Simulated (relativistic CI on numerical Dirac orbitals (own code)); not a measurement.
## d1 to d9 in one octahedral field

Computed with a parametric ligand-field model without spin-orbit coupling, by exact diagonalisation: B = 540, C = 2490, 10Dq = 33500 cm⁻¹ (Oh; |10Dq|/B = 62.0) for every shell. Energies in cm⁻¹; the field energy is (0.6 n_e − 0.4 n_t2) × 10Dq of the ground term; g labels are left out. So small a B with so large a field is typical of 4d and 5d ions, where spin-orbit coupling, left out here, reaches 1,000 to 4,000 cm⁻¹.

```tsv
Shell	Ground term	Electrons in e	Field energy	First spin-allowed bands	Lowest term of other spin
d1	2T2	0.000	-13400	2E 33500	
d2	3T1	0.007	-26566	3T2 32152, 3T1 38903	1T2 8386
d3	4A2	0.000	-40200	4T2 33500, 4T1 39618	2E 11810
d4	3T1	0.012	-53192	3E 31050, 3T1 31682	1T2 7380
d5	2T2	0.023	-66218	2A2 30244, 2T1 30431	4T1 21660
d6	1A1	0.019	-79770	1T1 31607, 1T2 39451	3T1 26402
d7	2E	1.012	-59893	2T1 31474, 2T2 32127	4T1 21612
d8	3A2	2.000	-40200	3T2 33500, 3T1 39618	1E 9248
d9	2E	3.000	-20100	2T2 33500
```

Low spin: d4, d5, d6, d7; the other shells keep the spin of the free ion. Only d4 to d7 can choose; the field needed to pair spins is smallest for d6 and largest for d5, which loses most exchange energy. In the strong-field picture 10Dq must exceed about 6B + 5C = 15690 (d4), 7.5B + 5C = 16500 (d5), 2.5B + 4C = 11310 (d6) and 4B + 4C = 12120 (d7); mixing of terms shifts these bounds somewhat.
